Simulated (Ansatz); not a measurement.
`F[SiH2][SnH3]` + CH₄ → `C[SiH2][SnH3]` + H–F at 700 K and 1 bar (formal exchange of groups at the Si–F bond).

Gas-phase electronic energies from Ansatz, PBE0-D4/def2-TZVP geometries. CCSD(T)/CBS is the MP2 limit (def2-TZVPP, def2-QZVPP) plus CCSD(T) − MP2 in def2-TZVPP, frozen cores. This one scheme is used for every species. def2 core potentials past Kr. For Sn outer-core shells are correlated without core-valence functions, which leaves a few kJ/mol of doubt a bond.

```json
{"species": "`F[SiH2][SnH3]`", "CCSD(T)/CBS energy (Eh)": "-605.93962", "H − E (kJ/mol)": "172.3", "S (J/(mol·K))": "439.4"}
{"species": "CH₄", "CCSD(T)/CBS energy (Eh)": "-40.46206", "H − E (kJ/mol)": "145.9", "S (J/(mol·K))": "224.0"}
{"species": "`C[SiH2][SnH3]`", "CCSD(T)/CBS energy (Eh)": "-545.95955", "H − E (kJ/mol)": "275.0", "S (J/(mol·K))": "478.5"}
{"species": "H–F", "CCSD(T)/CBS energy (Eh)": "-100.39570", "H − E (kJ/mol)": "45.2", "S (J/(mol·K))": "198.5"}
```

H − E and S are ideal-gas, rigid-rotor, harmonic terms from PBE0-D4/def2-TZVP. 1 Eh = 2625.50 kJ/mol, R = 8.31446 J/(mol·K).

**Question.** By hand: ΔE, ΔH, ΔS and ΔG.

**Answer.** ΔE = (-545.95955) + (-100.39570) − (-605.93962) − (-40.46206) = 0.04643 Eh = 121.9 kJ/mol. Δ(H − E) = 275.0 + 45.2 − 172.3 − 145.9 = 2.0, so ΔH = 123.9 kJ/mol. ΔS = 478.5 + 198.5 − 439.4 − 224.0 = 13.6 J/(mol·K). ΔG = 123.9 − 700 × (13.6)/1000 = 114.4 kJ/mol.

**Question.** By hand: the equilibrium constant, and the temperature at which ΔG would vanish if ΔH and ΔS stayed fixed.

**Answer.** log₁₀ K = −ΔG/(RT ln 10) = -8.5. ΔG = 0 at ΔH/ΔS = 9110 K, far beyond where these terms or the molecules hold.

The number of gas molecules stays the same, so ΔS is small and ΔH decides. A doubt of 5 kJ/mol in ΔE shifts log₁₀ K by 0.4 here. These are equilibria of isolated gas molecules and say nothing of rates. Largest T1 diagnostic: 0.013 (customary marks: 0.02 for closed shells, 0.045 for open ones).
